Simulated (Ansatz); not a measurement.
# Reading a saddle point

A first-order saddle point of SiH$_{6}$OF$_{2}$, closed shell, PBE0-D4/def2-TZVP, with one imaginary mode of 531i cm⁻¹:

Si1  (-0.643, 0.430, -0.773)
F2  (0.223, -1.344, -0.661)
H3  (-1.141, 1.847, -0.603)
H4  (0.054, 0.510, -2.071)
H5  (-1.896, -0.340, -0.632)
H6  (0.837, -0.219, 1.175)
O7  (0.349, 0.641, 0.694)
H8  (0.789, -1.558, 0.321)
F9  (1.256, -1.393, 1.332)
H10  (0.174, 1.427, 1.216)
(Å)

Program: Ansatz 0.2.0. Basis: def2-TZVPP and def2-QZVPP. Cores are frozen in the correlated methods. Extrapolation: Hartree–Fock as exp(−7.88 √X), correlation as X^−2.97.

(1) Which contacts change along the imaginary mode, and what lies on either side? (A judgement: the text doesn't fix the answer.)

(2) Which side is lower, and how far does the saddle lie above each? (To be estimated.)

The T1 diagnostic stays at or below 0.011.

## Answers

(1) Computed: The step is SiH₃F ([F][SiH3]) + H₂O + HF → SiH₄O ([OH][SiH3]) + HF + HF, with the molecules in contact on both sides. Shortening one way: Si1–O7, F2–H8, H6–F9; lengthening the same way: Si1–F2, H6–O7, H8–F9.
| pair | one side (Å) | saddle (Å) | other side (Å) |
| --- | --- | --- | --- |
| Si1–O7 | 2.90 | 1.78 | 1.68 |
| F2–H8 | 1.69 | 1.15 | 0.94 |
| H6–F9 | 1.97 | 1.26 | 0.96 |
| Si1–F2 | 1.63 | 1.98 | 3.25 |
| H6–O7 | 0.97 | 1.10 | 1.55 |
| H8–F9 | 0.94 | 1.13 | 1.66 |

(2) Computed: The side with Si1–F2, H6–O7, H8–F9 short is lower by 23.6 kJ/mol; the saddle lies 91.1 kJ/mol above it and 67.5 kJ/mol above the other (CCSD(T) at an estimated basis limit (MP2 extrapolated from triple and quadruple zeta, plus CCSD(T) − MP2 in triple zeta); electronic energies).

Labels in which every atom is bracketed show which atoms are joined, not bond orders.

For scale, one of the runs: CCSD(T)/def2-TZVPP, 219 basis functions (an equivalent command: `ansatz run in.yaml --threads 4`). Time: 96 s of wall clock on 4 CPU threads; the host was shared. Peak host memory: 3.5 GiB.
